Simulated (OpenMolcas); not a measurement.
Computed levels of 4d⁶ in ions with 42 electrons, in cm-1 above ⁵D₄.

- Program: OpenMolcas 26.06
- Method: MS-RASPT2, IPEA 0.25 Eh, imaginary shift 0.1 Eh
- Basis: ANO-RCC-VTZP
- Scalar Hamiltonian: DKH2, point nucleus
- Spin-orbit coupling: state interaction with AMFI integrals over the reference wave functions, term energies averaged over their components

Active space for each ion: 12 electrons in 8 orbitals (RAS1 4p, at most 2 holes; RAS2 4d); closed shells correlated by CASPT2: 4s.

```json
{"Level": "⁵D₃", "Ru2+": "1166", "Rh3+": "1564", "Ag5+": "2580"}
{"Level": "⁵D₂", "Ru2+": "1860", "Rh3+": "2450", "Ag5+": "3860"}
{"Level": "⁵D₁", "Ru2+": "2310", "Rh3+": "3040", "Ag5+": "4810"}
{"Level": "⁵D₀", "Ru2+": "2530", "Rh3+": "3320", "Ag5+": "5240"}
{"Level": "³H₆", "Ru2+": "15880", "Rh3+": "18100", "Ag5+": "22510"}
{"Level": "³P₂(1)", "Ru2+": "16140", "Rh3+": "18360", "Ag5+": "22170"}
{"Level": "³H₅", "Ru2+": "16180", "Rh3+": "18440", "Ag5+": "22870"}
{"Level": "³F₃(1)", "Ru2+": "17980", "Rh3+": "20630", "Ag5+": "25610"}
{"Level": "³F₂(1)", "Ru2+": "18530", "Rh3+": "21330", "Ag5+": "26570"}
```

**Question.** Estimate ⁵D₀, ³H₆, ³P₂(1) for Pd4+ from its neighbours Rh3+ and Ag5+.

**Answer.** ⁵D₀ is fine structure, which grows about as the fourth power of a screened charge, so the fourth roots are averaged: ((3320^0.25 + 5240^0.25) / 2)^4 = 4198. The calculation gives 4300, so the estimate is off by -2.4 %.
³H₆ is another term, which grows about linearly with the charge: (18100 + 22510) / 2 = 20305. The calculation gives 20000, so the estimate is off by +1.5 %.
³P₂(1) is another term, which grows about linearly with the charge: (18360 + 22170) / 2 = 20265. The calculation gives 20080, so the estimate is off by +0.9 %.

Mixed levels, with the weight of the term that names them: Pd4+ ³F₃(1) (75 %), Ag5+ ³H₅ (74 %), Ag5+ ³F₃(1) (74 %).

CASPT2 breaks the degeneracy within a term, and the mean is taken; among the terms shown or strongly mixed into the levels shown the widest spread is 690 cm-1 (4d⁶ ³H, Rh3+). Active for correlation alone: 4p; no level in the range computed is led by a configuration that opens it, so any true level of that kind is missing. Levels of configurations outside the active space are missing.

A number in round brackets counts repeated terms of one configuration in the order of the reference energies.
